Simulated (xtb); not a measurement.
xtb input (GFN2-xTB):

```bash
xtb mol.xyz --gfn 2 --ohess tight --chrg 0 --uhf 0
```
mol.xyz:
```
17

C      2.30386624     0.04101809    -0.86816661
C      1.38595810    -0.70454834    -0.13439872
C      0.53515442    -0.11282285     0.95101599
B     -0.84846399     0.11152799     0.28867343
C     -1.83155722    -1.08403428    -0.01506207
C     -1.25270374     1.59056153    -0.09330082
H      2.54869242     1.04789992    -0.63795974
H      2.89963041    -0.39264769    -1.63589807
H      1.20153930    -1.73265087    -0.47266156
H      0.48151872    -0.83713968     1.70597828
H      0.96250669     0.75158567     1.37274770
H     -1.39694726    -2.05859103     0.14688377
H     -2.74035868    -0.93196477     0.54976249
H     -2.20970285    -1.01770318    -1.10255637
H     -2.17892417     1.66300512    -0.69443755
H     -0.46271541     2.18686240    -0.55524044
H     -1.51554673     2.14161705     0.83921278
```

Output:

```
           -------------------------------------------------
          |                Calculation Setup                |
           -------------------------------------------------

           -------------------------------------------------
          |                 G F N 2 - x T B                 |
           -------------------------------------------------

        Reference                      10.1021/acs.jctc.8b01176
      * Hamiltonian:
        H0-scaling (s, p, d)           1.850000    2.230000    2.230000
        zeta-weighting                 0.500000
      * Dispersion:
        s8                             2.700000
        a1                             0.520000
        a2                             5.000000
        s9                             5.000000
      * Repulsion:
        kExp                           1.500000    1.000000
        rExp                           1.000000
      * Coulomb:
        alpha                          2.000000
        third order                    shell-resolved
        anisotropic                    true
        a3                             3.000000
        a5                             4.000000
        cn-shift                       1.200000
        cn-exp                         4.000000
        max-rad                        5.000000

          ...................................................
          :                      SETUP                      :
          :.................................................:
          :  # basis functions                  35          :
          :  # atomic orbitals                  35          :
          :  # shells                           23          :
          :  # electrons                        34          :
          :  max. iterations                   250          :
          :  Hamiltonian                  GFN2-xTB          :
          :  restarted?                      false          :
          :  GBSA solvation                  false          :
          :  PC potential                    false          :
          :  electronic temp.          300.0000000     K    :
          :  accuracy                    1.0000000          :
          :  -> integral cutoff          0.2500000E+02      :
          :  -> integral neglect         0.1000000E-07      :
          :  -> SCF convergence          0.1000000E-05 Eh   :
          :  -> wf. convergence          0.1000000E-03 e    :
          :  Broyden damping             0.4000000          :
          :  net charge                          0          :
          :  unpaired electrons                  0          :
          ...................................................

 iter      E             dE          RMSdq      gap      omega  full diag
   1    -17.5013303 -0.175013E+02  0.526E+00    4.31       0.0  T
   2    -17.6830259 -0.181696E+00  0.422E+00    2.36       1.0  T
   3    -17.7422969 -0.592711E-01  0.231E+00    3.98       1.0  T
   4    -17.7447057 -0.240880E-02  0.111E+00    3.52       1.0  T
   5    -17.7621543 -0.174485E-01  0.427E-01    3.66       1.0  T
   6    -17.7646938 -0.253949E-02  0.151E-01    3.81       1.0  T
[...]
It seems to be the C1 point group
          |               Frequency Printout                |
           -------------------------------------------------
 projected vibrational frequencies (cm⁻¹)
eigval :       -0.00    -0.00    -0.00     0.00     0.00     0.00
eigval :       16.56    36.45    68.93    85.58   164.61   285.93
eigval :      292.61   385.62   420.80   596.14   706.66   716.51
eigval :      836.98   856.40   870.46   876.60   894.08   946.76
eigval :     1019.97  1040.53  1155.18  1164.81  1185.37  1235.46
eigval :     1297.18  1382.73  1387.84  1415.19  1478.15  1487.05
eigval :     1488.33  1490.41  1496.87  1709.25  2959.00  2994.20
eigval :     2997.70  3000.96  3014.98  3019.19  3034.66  3036.02
eigval :     3052.37  3094.83  3118.33
 reduced masses (amu)
   1:  8.72   2: 10.01   3:  9.70   4:  9.69   5:  9.79   6: 10.41   7:  3.98   8:  6.20
   9:  7.48  10:  1.97  11:  7.34  12:  7.48  13:  7.84  14:  6.87  15:  6.84  16:  5.49
  17:  6.70  18:  4.81  19:  4.35  20:  4.86  21:  4.89  22:  4.73  23:  5.07  24:  5.81
  25:  2.14  26:  4.57  27:  7.70  28:  8.15  29:  7.56  30:  4.61  31:  2.78  32:  3.01
  33:  2.90  34:  2.25  35:  2.10  36:  1.61  37:  1.67  38:  1.71  39:  1.73  40: 11.16
  41:  1.78  42:  1.71  43:  1.89  44:  1.89  45:  1.67  46:  1.64  47:  1.56  48:  1.63
  49:  1.81  50:  1.53  51:  2.09
 IR intensities (km·mol⁻¹)
   1:  0.02   2:  0.03   3:  0.02   4:  0.03   5:  0.04   6:  0.00   7:  0.34   8:  0.33
   9:  0.80  10:  3.36  11:  0.27  12:  0.31  13:  0.26  14:  1.80  15:  0.92  16:  7.40
  17:  4.16  18:  1.14  19:  6.50  20: 45.81  21: 12.46  22: 38.56  23: 63.94  24: 16.38
  25: 12.23  26: 20.76  27:160.52  28:120.16  29:150.03  30: 45.81  31: 11.21  32: 48.45
  33: 17.11  34:  9.19  35:  1.15  36:  1.35  37:  0.29  38:  1.87  39:  1.32  40: 29.65
  41: 37.72  42: 23.33  43:  8.34  44: 56.08  45: 13.74  46: 31.08  47: 15.90  48: 61.56
  49: 51.85  50: 24.10  51: 67.54
 Raman intensities (Ä⁴*amu⁻¹)
   1:  0.00   2:  0.00   3:  0.00   4:  0.00   5:  0.00   6:  0.00   7:  0.00   8:  0.00
   9:  0.00  10:  0.00  11:  0.00  12:  0.00  13:  0.00  14:  0.00  15:  0.00  16:  0.00
  17:  0.00  18:  0.00  19:  0.00  20:  0.00  21:  0.00  22:  0.00  23:  0.00  24:  0.00
  25:  0.00  26:  0.00  27:  0.00  28:  0.00  29:  0.00  30:  0.00  31:  0.00  32:  0.00
  33:  0.00  34:  0.00  35:  0.00  36:  0.00  37:  0.00  38:  0.00  39:  0.00  40:  0.00
  41:  0.00  42:  0.00  43:  0.00  44:  0.00  45:  0.00  46:  0.00  47:  0.00  48:  0.00
  49:  0.00  50:  0.00  51:  0.00
 output can be read by thermo (or use thermo option).
 writing <g98.out> molden fake output.
 recommended (thermochemical) frequency scaling factor: 1.0
           -------------------------------------------------
          |             Thermodynamic Functions             |
           -------------------------------------------------

c1  symmetry found (for desy threshold:  0.10E+00) used in thermo

          ...................................................
          :                      SETUP                      :
          :.................................................:
          :  # frequencies                          45      :
          :  # imaginary freq.                       0      :
          :  linear?                             false      :
          :  only rotor calc.                    false      :
          :  symmetry                               c1      :
          :  rotational number                       1      :
          :  scaling factor                  1.0000000      :
          :  rotor cutoff                   50.0000000 cm⁻¹ :
          :  imag. cutoff                  -20.0000000 cm⁻¹ :
          :.................................................:

    mode    ω/cm⁻¹     T·S(HO)/kcal·mol⁻¹    T·S(FR)/kcal·mol⁻¹   T·S(vib)
   ------------------------------------------------------------------------
       1     16.56    -2.08970 (  1.19%)    -1.38245 ( 98.81%)    -1.39086
       2     36.45    -1.62296 ( 22.02%)    -1.14956 ( 77.98%)    -1.25379
       3     68.93    -1.24732 ( 78.32%)    -0.96107 ( 21.68%)    -1.18527
Note: The following floating-point exceptions are signalling: IEEE_UNDERFLOW_FLAG IEEE_DENORMAL
normal termination of xtb
       4     85.58    -1.12065 ( 89.56%)    -0.89707 ( 10.44%)    -1.09732
       5    164.61    -0.74424 ( 99.16%)    -0.70342 (  0.84%)    -0.74389
       6    285.93    -0.44661 ( 99.91%)    -0.53990 (  0.09%)    -0.44670
       7    292.61    -0.43495 ( 99.91%)    -0.53306 (  0.09%)    -0.43503
   ------------------------------------------------------------------------

   temp. (K)  partition function   enthalpy   heat capacity  entropy
                                   cal/mol     cal/K/mol   cal/K/mol   J/K/mol
 298.15  VIB  0.475E+04             3989.407     22.307     26.334
         ROT  0.199E+06              888.752      2.981     27.227
         INT  0.944E+09             4878.159     25.288     53.561
         TR   0.718E+27             1481.254      4.968     39.107
         TOT                        6359.4134    30.2563    92.6681   387.7233

       T/K    H(0)-H(T)+PV         H(T)/Eh          T*S/Eh         G(T)/Eh
   ------------------------------------------------------------------------
    298.15    0.101344E-01    0.155514E+00    0.440296E-01    0.111484E+00
   ------------------------------------------------------------------------

         :::::::::::::::::::::::::::::::::::::::::::::::::::::
         ::                  THERMODYNAMIC                  ::
         :::::::::::::::::::::::::::::::::::::::::::::::::::::
         :: total free energy         -17.384165706002 Eh   ::
         ::.................................................::
         :: total energy              -17.495649949920 Eh   ::
         :: zero point energy           0.145379473697 Eh   ::
         :: G(RRHO) w/o ZPVE           -0.033895229780 Eh   ::
         :: G(RRHO) contrib.            0.111484243917 Eh   ::
         :::::::::::::::::::::::::::::::::::::::::::::::::::::

optimized geometry written to: xtbopt.xyz

           -------------------------------------------------
          | TOTAL ENERGY              -17.495649949920 Eh   |
          | TOTAL ENTHALPY            -17.340136105908 Eh   |
          | TOTAL FREE ENERGY         -17.384165706002 Eh   |
          | GRADIENT NORM               0.000482722742 Eh/α |
          | HOMO-LUMO GAP               4.034887977595 eV   |
           -------------------------------------------------

------------------------------------------------------------------------
------------------------------------------------------------------------
 total:
 SCF:
 ANC optimizer:
 analytical hessian:
```
